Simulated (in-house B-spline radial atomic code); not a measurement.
Configurations of S³⁺, with energies counted from [Ne] 3s2 3p1. Computed with a B-spline radial code for spherical atoms: non-relativistic TPSSh, spin-polarised, spherical fractional occupations, exact exchange averaged over the configuration, point nucleus. Shells without spins written out take the highest spin.

Occupations are held fixed; configurations that lie above the ionisation limit could autoionise.

```csv
configuration,E - E(ref) (eV),highest orbital,its <r> (bohr)
[Ne] 3s2 4d1,30.887,4d up,4.374
[He] 2s2 2p5 3s2 3p1 3d1,184.57,3d up,1.742
[He] 2s2 2p5 3s2 3p1 4s1,193.02,4s up,3.238
[He] 2s2 2p5 3s2 3p1 4d1,201.75,4d up,4.146
[He] 2s2 2p5 3s2 3p1 4f1,204.74,4f up,4.222
```

Q: Order these further configurations by energy, lowest first.
A. [Ne] 3s2 4s1
B. [Ne] 3s1 3p1 4s1
C. [Ne] 3s1 3p1 4d1
D. [Ne] 3s1 3p1 4f1
E. [Ne] 3s2 3d1

A: E (16.723 eV), A (22.36 eV), B (32.026 eV), C (40.595 eV), D (42.951 eV).

Q: How far above the reference does [Ne] 3s2 4p1 lie?

A: 25.945 eV; its least bound orbital is 4p up with <r> = 3.724 bohr.
